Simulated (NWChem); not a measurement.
Atomisation of trisilylphosphine (H₉PSi₃)

```
P
Si 1 2.2760
H 2 1.4912 1 107.88
H 2 1.4913 3 109.35 1 117.03
H 2 1.4941 3 108.86 4 118.80
Si 1 2.2760 2 99.69 3 -171.81
H 6 1.4912 1 107.88 2 171.81
H 6 1.4913 7 109.35 1 -117.03
H 6 1.4941 7 108.86 8 -118.80
Si 1 2.2761 2 99.75 3 -70.05
H 10 1.4912 1 107.85 2 -171.86
H 10 1.4912 11 109.33 1 117.02
H 10 1.4942 11 108.86 12 118.81
```
Charge 0, spin multiplicity 1.

Program: NWChem. The geometry was optimised at B3LYP/def2-SVP, held to Cs symmetry and with no frequency check, so it may be a saddle point.

Basis set: def2-SVP. The atomisation energy is electronic alone: no zero-point, thermal, spin-orbit or counterpoise terms. No value is extrapolated to the basis-set limit. Free atoms are single determinants with multiplicities Si 3, P 4, H 2. Correlated methods freeze the same cores in atoms and molecule, 20 orbitals in all.

B3LYP has NWChem's definition, with VWN1-RPA local correlation. The stability of the SCF solutions was not checked. Open-shell Hartree-Fock references start from PBE0 orbitals.

| method | atomisation energy (kcal/mol) |
|---|---|
| M06-2X | 880.3 |
| MP2 | 811.6 |
| PBE | [?] |
| HF | 662.1 |
| B3LYP | [?] |
| CAM-B3LYP | [?] |
| r2SCAN | 881.7 |
| PBE0 | [?] |

Task: Some entries are withheld; supply them.

Result: 
- PBE, atomisation energy (kcal/mol): 867.5
- B3LYP, atomisation energy (kcal/mol): 872.0
- CAM-B3LYP, atomisation energy (kcal/mol): 876.9
- PBE0, atomisation energy (kcal/mol): 867.3
